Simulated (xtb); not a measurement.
xtb input:

```bash
xtb mol.xyz --gfn 2 --sp --chrg 1 --uhf 0
```
mol.xyz:
```
2

Ge    -0.00000000    -0.00000000    -1.22905116
Br     0.00000000     0.00000000     1.12370392
```

**Question.** Which total energy does the run end on?

**Answer.** -5.59042 Eh (GFN2-xTB).

This state (charge 1, singlet) is run at the relaxed geometry of the species with charge 0 and multiplicity 2.
